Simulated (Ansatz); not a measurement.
```yaml
crystal:
  periodic: [false, false, false]
  atoms:
    - {symbol: F, position_ang: [-1.645730, 0.964198, 0.105095]}
    - {symbol: C, position_ang: [-0.330241, 0.591563, -0.121495]}
    - {symbol: Si, position_ang: [0.514486, 0.250011, 1.555252]}
    - {symbol: Si, position_ang: [-0.298569, -0.820037, -1.405273]}
    - {symbol: Cl, position_ang: [0.526765, 1.986552, -0.861060]}
    - {symbol: H, position_ang: [0.441565, 1.480403, 2.377161]}
    - {symbol: H, position_ang: [1.920457, -0.134674, 1.284731]}
    - {symbol: H, position_ang: [-0.200304, -0.869993, 2.219252]}
    - {symbol: H, position_ang: [-1.042026, -1.977719, -0.845567]}
    - {symbol: H, position_ang: [1.118074, -1.190699, -1.636902]}
    - {symbol: H, position_ang: [-0.939178, -0.336805, -2.650594]}
basis:
  gaussian: {orbitals: def2-mTZVPP, fitting: {mean_field: cc-pVTZ-jkfit}, nuclear_model: gaussian}
total_charge: 1
magnetization: {spin_polarized: true, initial_magnetization: 1}
hamiltonian: {xc: {name: HF}}
correlation: {active_space: {window: {electrons: 3, orbitals: 2}}}
output: {forces: true}
```

```sh
$ ansatz run in.yaml --threads 4 --pin off --events-out ev --progress --plain --max-ram 10444MiB
```

**Question.** How does Ansatz answer? (An estimate is asked.)

**Answer.** Computed: The program refused the input.
```
Error: invalid value for `correlation.active_space`: it starts from restricted Hartree–Fock orbitals; set hamiltonian.xc: hf without magnetization.spin_polarized
```
